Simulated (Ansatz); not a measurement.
An input meant for Li₁₂F₁₂ (charge 0, singlet).

```yaml
crystal:
  periodic: [false, false, false]
  atoms:
    - {symbol: Li, position_ang: [-0.894819, -0.837860, -4.034175]}
    - {symbol: F, position_ang: [-1.041281, -1.761405, -2.508113]}
    - {symbol: Li, position_ang: [-1.006226, -0.924595, -0.911615]}
    - {symbol: F, position_ang: [-0.977053, -1.074833, 0.930591]}
    - {symbol: Li, position_ang: [-1.734275, -0.806258, 2.535138]}
    - {symbol: F, position_ang: [-0.945986, -0.968972, 4.127138]}
    - {symbol: F, position_ang: [-0.968982, 0.946529, -4.126904]}
    - {symbol: Li, position_ang: [-0.806223, 1.734773, -2.534900]}
    - {symbol: F, position_ang: [-1.074848, 0.977209, -0.930549]}
    - {symbol: Li, position_ang: [-0.924563, 1.006068, 0.911670]}
    - {symbol: F, position_ang: [-1.761255, 1.040922, 2.508258]}
    - {symbol: Li, position_ang: [-0.837864, 0.894242, 4.034379]}
    - {symbol: F, position_ang: [0.968382, -0.945963, -4.127192]}
    - {symbol: Li, position_ang: [0.805888, -1.734415, -2.535262]}
    - {symbol: F, position_ang: [1.074713, -0.977048, -0.930847]}
    - {symbol: Li, position_ang: [0.924723, -1.006176, 0.911394]}
    - {symbol: F, position_ang: [1.761584, -1.041281, 2.507884]}
    - {symbol: Li, position_ang: [0.838387, -0.894827, 4.034139]}
    - {symbol: Li, position_ang: [0.894253, 0.838410, -4.034183]}
    - {symbol: F, position_ang: [1.040933, 1.761760, -2.508023]}
    - {symbol: Li, position_ang: [1.006172, 0.924748, -0.911622]}
    - {symbol: F, position_ang: [0.977206, 1.074722, 0.930622]}
    - {symbol: Li, position_ang: [1.734626, 0.805892, 2.535037]}
    - {symbol: F, position_ang: [0.946515, 0.968378, 4.127155]}
basis:
  gaussian: {orbitals: def2-SVP, final_grid: {core_spheres: 1, valence_spheres: 1, degree: 1}}
hamiltonian: {xc: {name: wB97M-V}}
scf: {lower_state_search: full}
```

```sh
$ ansatz run in.yaml --threads 4 --pin off --events-out ev --progress --plain --max-ram 6963MiB
```

Output, abridged:

```
Functional definition: wB97M-V
3060 factors; integrals over basis functions are off by at most 2.8e-4 eV
865 factors; integrals over basis functions are off by at most 1.0e-5 eV
mean field evaluation 1: about -35045.2060 eV, gradient 1.2e2 eV
mean field evaluation 2: about -34965.1397 eV, gradient 8.1e1 eV
mean field evaluation 4: about -34983.9825 eV, gradient 9.2e0 eV
mean field evaluation 8: about -34984.2522 eV, gradient 9.6e-2 eV
mean field -34984.25229615 eV, -1285.6475587058 hartree, gradient 4.6e-5 eV, S^2 0.000000; 0 other end points of the search recorded, 0 dependent functions left out
reference -34984.25238279 eV, -1285.6475618895 hartree; 72, 72 occupied and 204, 204 virtual orbitals, 3060 factors
Total energy: -34984.25238279 eV, -1285.6475618895 hartree
```

(1) Something in this input is off. What?

Answers

(1) The integration grid is far too coarse. The run converged. The result belongs to that input, not to the species as meant.
